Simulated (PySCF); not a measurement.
ClHMg. Atoms are numbered in the order given.

```xyz
3

Mg     0.0000     0.0000     1.1846
H      0.0000     0.0000     2.8726
Cl     0.0000     0.0000    -1.0052
```

Coordinates come from a r2SCAN-D4/def2-TZVPD optimisation.

Calculation: r2SCAN-D4/def2-TZVPD (PySCF 2.14.0).

Frequencies are harmonic and unscaled.

Modes within 1.5 cm⁻¹ of each other (mostly degenerate sets) share a row, with their intensities summed.

Computed normal modes with their intensities:
```csv
mode,ν (cm⁻¹),IR (km/mol),Raman (Å⁴/amu),depolarisation,moving atoms (share of kinetic energy)
1–2,310,533.9,5.9,0.75,"H 87 %, Mg 11 %"
3,477,52.2,14.9,0.10,"Mg 56 %, Cl 42 %"
4,1670,166.3,273.7,0.07,H 96 %
```
